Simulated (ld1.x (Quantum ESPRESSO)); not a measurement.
## Which change was made? (Br, TM)

* Element: bromine
* Generator: ld1.x (Quantum ESPRESSO) 7.5
* Type: norm-conserving Troullier–Martins (Kleinman–Bylander form)
* Functional: PBE
* Relativity: scalar-relativistic
* Frozen core: [Ar] 3d10
* Valence charge: 7
* Reference configuration: 4s2 4p4 (charge +1)
* Partial waves: 4s (bound): rc 1.55 bohr; 4p (bound): rc 1.50 bohr
* Local potential: all-electron potential smoothed inside 1.35 bohr (lloc = -1)
* Core correction: Bessel-smoothed model core inside 1.40 bohr

Cutoffs, loose and tight: the cutoffs (Ry, on a coarse ladder) from which the occupation-weighted sum of valence levels, in a spherical-Bessel basis at the reference potential, stays within 10 and 1 mRy of its value at 400 Ry. They do not see the model core or the augmentation charge, which bear on the density cutoff. Test errors are all-electron minus pseudo excitation energies from the reference, over the configurations 4s2 4p5; 4s2 4p3; 4s2 4p2; 4s2 4p4.5; 4s1 4p5; 4s2 4p1; 4s2 4p5.3; variants that change the core or the reference have their own tests. The largest error is taken over the tests solved by every variant that gives reliable tests at all, those not shown here included: 4s1 4p5; 4s2 4p2; 4s2 4p3; 4s2 4p4.5; 4s2 4p5; 4s2 4p5.3.

The base gives: outcome: generated; cutoff, loose: 45 Ry; cutoff, tight: 70 Ry; bound ghosts: d; largest test error (meV): +9.5.

(1) After one change the result is: outcome: generated; cutoff, loose: 30 Ry; cutoff, tight: 50 Ry; bound ghosts: d; largest test error (meV): -23. Which change was it?
A. all radii but the core radius scaled by about 1.38 (s 2.14, p 2.08 bohr); local potential all-electron potential smoothed inside 1.88 bohr (lloc = -1)
B. all radii but the core radius scaled by about 0.75 (s 1.16, p 1.12 bohr); local potential all-electron potential smoothed inside 1.02 bohr (lloc = -1)
C. all radii but the core radius scaled by about 0.90 (s 1.40, p 1.36 bohr); local potential all-electron potential smoothed inside 1.22 bohr (lloc = -1)
D. all radii but the core radius scaled by about 1.25 (s 1.94, p 1.88 bohr); local potential all-electron potential smoothed inside 1.68 bohr (lloc = -1)
E. all radii but the core radius scaled by about 1.10 (s 1.70, p 1.64 bohr); local potential all-electron potential smoothed inside 1.48 bohr (lloc = -1)

## Answers

(1) D. The others give: all radii but the core radius scaled by about 0.75 (s 1.16, p 1.12 bohr); local potential all-electron potential smoothed inside 1.02 bohr (lloc = -1) → outcome: generated; cutoff, loose: 120 Ry; cutoff, tight: 300 Ry; bound ghosts: s, d; largest test error (meV): +12 | all radii but the core radius scaled by about 0.90 (s 1.40, p 1.36 bohr); local potential all-electron potential smoothed inside 1.22 bohr (lloc = -1) → outcome: generated; cutoff, loose: 50 Ry; cutoff, tight: 100 Ry; bound ghosts: s, d; largest test error (meV): +100 | all radii but the core radius scaled by about 1.10 (s 1.70, p 1.64 bohr); local potential all-electron potential smoothed inside 1.48 bohr (lloc = -1) → outcome: generated; cutoff, loose: 40 Ry; cutoff, tight: 70 Ry; bound ghosts: d; largest test error (meV): -9.4 | all radii but the core radius scaled by about 1.38 (s 2.14, p 2.08 bohr); local potential all-electron potential smoothed inside 1.88 bohr (lloc = -1) → outcome: generated; cutoff, loose: 21 Ry; cutoff, tight: 40 Ry; bound ghosts: d; largest test error (meV): -36.
